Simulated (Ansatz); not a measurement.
Basis-set extrapolation for C3H12BP (`C[B-](C)(C)[PH3+]`) (PBE0-D4/def2-TZVP geometry, frozen core, Ansatz). Multiplicity 1, RHF reference.

```csv
,def2-TZVPP,def2-QZVPP
HF,-486.067192,-486.084390
MP2 correlation,-0.838505,-0.890984
CCSD(T) correlation,-0.944801,not run
```

Energies in hartree. Use E(X) = E(∞) + A·exp(−7.88·√X) for Hartree–Fock and E(X) = E(∞) + B·X^(−2.97) for correlation, with X = 3 and 4, and add CCSD(T) minus MP2 of the smaller set to the MP2 limit.

Q: What is the CCSD(T) energy at the basis-set limit?

A: HF limit: -486.084390 + (-0.017198) × 0.13774 = -486.08676. MP2 limit: -0.890984 + (-0.052479) × 0.74074 = -0.92986. Higher-order term: -0.944801 − (-0.838505) = -0.10630. Total: -487.12292 hartree, 291.2 kJ/mol below CCSD(T)/def2-TZVPP.
